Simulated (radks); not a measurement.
Removal energies from the aluminium ion Al5+, [He] 2s2 2p(1/2: 2, 3/2: 2), by Delta-SCF beside the eigenvalue of the level emptied. Calculated with a radial shooting solver on a logarithmic mesh with Libxc functionals: Dirac Kohn-Sham, PBE, spin-unpolarised, spherical densities, finite nucleus; Fermi nuclear charge, rms radius of each element as measured or else 0.836 A^(1/3) + 0.57 fm. Sub-shells are occupied by j as written (lower j first in brackets).

| removed from | final configuration | Delta-SCF (eV) | -eigenvalue (eV) |
|---|---|---|---|
| 2p3/2 | [He] 2s2 2p(1/2: 2, 3/2: 1) | 195.93 | 175.99 |
| 2p1/2 | [He] 2s2 2p(1/2: 1, 3/2: 2) | 196.52 | 176.53 |
| 2s1/2 | [He] 2s1 2p(1/2: 2, 3/2: 2) | 230.77 | 212.46 |
| 1s1/2 | 1s1 2s2 2p(1/2: 2, 3/2: 2) | 1719.6 | 1639.1 |
